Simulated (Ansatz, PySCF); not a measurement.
Gas-phase reaction (SMILES): C=CC[Si](O)(O)O [trihydroxy(prop-2-enyl)silane] + S (H2S) → O[Si](O)(O)S + C=CC; hydrogen sulfide cleaves one Si-C bond, a model of a ligand-exchange step.

Geometries: B3LYP-D3(BJ)/def2-TZVP minima from Ansatz (an electronic-structure program), one conformer each, not searched for the lowest. Cores are frozen in the correlated levels unless marked. Spin-orbit coupling is left out. Non-relativistic. CBS marks a two-point X^-3 extrapolation of the correlation energy; Hartree-Fock from the larger set. The bracket is a focal-point correction in the basis named. Thermal terms are rigid-rotor harmonic-oscillator values from B3LYP-D3(BJ) frequencies (Ansatz or PySCF) at 298.15 K and 1 atm. 1 Eh = 627.5095 kcal/mol.

```
species          E, RI-MP2/CBS(aug-cc-pV(T+d)Z,aug-cc-pV(Q+d)Z)+[CCSD(T)-MP2]/aug-cc-pV(T+d)Z (Ansatz) (Eh)  E, PBE-D3(BJ)/def2-TZVPD (Ansatz + dftd3) (Eh)  H - E (Eh)
---------------  ------------------------------------------------------------------------------------------  ----------------------------------------------  ----------
C=CC[Si](O)(O)O                                                                                  -633.73317                                      -634.06933     0.12450
S (H2S)                                                                                          -398.97028                                      -399.22909     0.01881
O[Si](O)(O)S                                                                                     -914.97983                                      -915.53772     0.06153
C=CC                                                                                             -117.74462                                      -117.78176     0.08449
```

**Question.** Work out ΔE and ΔH at 298.15 K at the first level, then ΔH at the second.

**Answer.** 
1. ΔE = [(-914.97983) + (-117.74462)] - [(-633.73317) + (-398.97028)] = -0.02100 Eh = -13.2 kcal/mol at RI-MP2/CBS(aug-cc-pV(T+d)Z,aug-cc-pV(Q+d)Z)+[CCSD(T)-MP2]/aug-cc-pV(T+d)Z.
2. The terms H - E add up to 0.00271 Eh, so ΔH = (-0.02100 + (0.00271))×627.5095 = -11.5 kcal/mol.
3. At PBE-D3(BJ)/def2-TZVPD the same steps give ΔE = -13.2 and ΔH = -11.5 kcal/mol, a shift of +0.0 from the first level.
4. These values are not checked against measurement here, since the tables used lack a sound gas-phase enthalpy of formation for at least one species.
